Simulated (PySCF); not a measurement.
Sn(H)(OH)2(NH2) (H5NO2Sn), SMILES [NH2][SnH]([OH])[OH].

Coordinates come from a B3LYP-D3(BJ)/def2-SVP optimisation. The structure was generated by enumeration; whether it is a known compound was not checked. The def2 effective core potentials stand for the cores of Sn; spin–orbit coupling is left out. One conformer was computed; it need not be the lowest.

Computed with TDDFT-PBE/def2-SVPD (PySCF).

Vertical excitations. Gas-phase values at a fixed geometry.

### Question
List the lowest excited states. (An estimate is asked for; the answer gives what the named calculation found.)

### Answer

| state | energy (eV) | λ (nm) | f | main pairs |
|---|---|---|---|---|
| S1 | 4.83 | 257 | 0.028 | HOMO→LUMO 95 % |
| S2 | 5.35 | 232 | 0.033 | HOMO−1→LUMO 94 % |
| S3 | 5.44 | 228 | 0.027 | HOMO−2→LUMO 96 % |
| S4 | 5.76 | 215 | 0.019 | HOMO→LUMO+1 95 % |
| S5 | 6.11 | 203 | 0.015 | HOMO→LUMO+2 57 %, HOMO−3→LUMO 23 %, HOMO→LUMO+3 10 % |
| S6 | 6.22 | 199 | 0.012 | HOMO→LUMO+3 34 %, HOMO−1→LUMO+1 34 %, HOMO−3→LUMO 23 %, HOMO→LUMO+2 6 % |
| S7 | 6.33 | 196 | 0.016 | HOMO−2→LUMO+1 41 %, HOMO−1→LUMO+1 37 %, HOMO→LUMO+3 9 %, HOMO−3→LUMO 7 % |
| S8 | 6.40 | 194 | 0.039 | HOMO→LUMO+3 38 %, HOMO−2→LUMO+1 28 %, HOMO→LUMO+2 14 %, HOMO−1→LUMO+1 7 % |
| S9 | 6.56 | 189 | 0.014 | HOMO−1→LUMO+2 93 % |
| S10 | 6.58 | 188 | 0.046 | HOMO−2→LUMO+2 48 %, HOMO−3→LUMO 15 %, HOMO→LUMO+2 10 % |
| T1 | 4.40 | 282 | 0 | HOMO→LUMO 98 % |
| T2 | 4.93 | 251 | 0 | HOMO−1→LUMO 98 % |
| T3 | 5.05 | 246 | 0 | HOMO−2→LUMO 98 % |
| T4 | 5.53 | 224 | 0 | HOMO→LUMO+1 87 % |
Triplets are in the Tamm–Dancoff approximation, which puts them higher than full response would, so one can lie above its singlet here.
